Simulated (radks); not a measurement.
Results of a calculation; reference values are marked as such.
The mean radii <r> (bohr) of the occupied orbitals of an atom or ion are listed with their occupations. Code: a radial shooting solver on a logarithmic mesh with Libxc functionals. Model: scalar-relativistic Kohn-Sham, SCAN, spin-polarised, spherical densities, finite nucleus; meta-GGA in the generalised Kohn-Sham scheme; Fermi nuclear charge, rms radius of each element as measured or else 0.836 A^(1/3) + 0.57 fm.

| orbital | occ. | <r> |
|---|---|---|
| 1s up | 1 | 0.04030 |
| 1s down | 1 | 0.04030 |
| 2s up | 1 | 0.1777 |
| 2s down | 1 | 0.1777 |
| 2p up | 3 | 0.1551 |
| 2p down | 3 | 0.1551 |
| 3s up | 1 | 0.5092 |
| 3s down | 1 | 0.5092 |
| 3p up | 3 | 0.5178 |
| 3p down | 3 | 0.5178 |
| 3d up | 5 | 0.5249 |
| 3d down | 5 | 0.5242 |
| 4s up | 1 | 1.426 |
| 4s down | 1 | 1.430 |
| 4p up | 3 | 1.628 |
| 4p down | 2 | 1.637 |

Name the element and its charge.

Answer. Z = 37, rubidium, charge +2: Rb2+ in [Ar] 3d10 4s2 4p(up 3, down 2). The 1s radius gives Z: for a bare nucleus <r> = (2 gamma + 1)/(2Z) with gamma = sqrt(1 - (Z/c)^2), 0.03954 bohr for Z = 37, and screening makes it slightly larger (0.04030 here). The occupations add up to 35, and the charge is Z minus that.
